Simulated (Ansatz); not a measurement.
Born–Oppenheimer molecular dynamics of BrCl$_{2}$F$_{2}$HZr (7 atoms, charge 0, multiplicity 1). It starts at the highest image of a converged band, a first-order saddle point between two minima.

Level of theory: RKS B3LYP-D4/def2-SVP in Ansatz 0.2.0.

```json
{
  "ensemble": "NVE (velocity Verlet)",
  "time step": "0.5 fs",
  "steps asked": "200",
  "starting velocities drawn for": "100 K",
  "seed": "5920"
}
```

First frame:

```xyz
7
Properties=species:S:1:pos:R:3
Zr 0.128 -0.329 0.014
Cl -0.414 -0.183 2.565
F 1.624 -0.117 -1.122
F -0.507 1.452 -0.073
Cl -1.489 -1.614 -1.075
Br 1.576 -2.332 1.338
H 0.570 -1.397 2.351
```

(1) How far do the bonds stretch over the last three quarters of this one trajectory? (Pairs bonded in most of those frames.)

## Answers

(1) 
| bond | mean (Å) | spread (Å) | shortest | longest |
| --- | --- | --- | --- | --- |
| Zr1–Cl2 | 2.484 | 0.085 | 2.35 | 2.60 |
| Zr1–F3 | 1.906 | 0.012 | 1.89 | 1.93 |
| Zr1–F4 | 1.881 | 0.021 | 1.85 | 1.92 |
| Zr1–Cl5 | 2.346 | 0.021 | 2.32 | 2.38 |
| Zr1–Br6 | 2.927 | 0.089 | 2.82 | 3.12 |
| Br6–H7 | 1.504 | 0.071 | 1.42 | 1.65 |

Mean temperature of the second half: 301 K. The conserved energy stayed within 0.0055 meV per atom of its start (net change 0.00071 meV per atom), so the integration is sound. The kinetic energy rose, since the run started high on the potential surface and went downhill. A run of 0.1 ps of so small a system gives no equilibrium averages. The orbitals stay closed-shell, which can raise the energy where a bond breaks towards radicals; this wasn't checked here.

The run took 10 min on 4 threads of Arm Neoverse V2, on a shared host, peak memory 0.4 GiB.
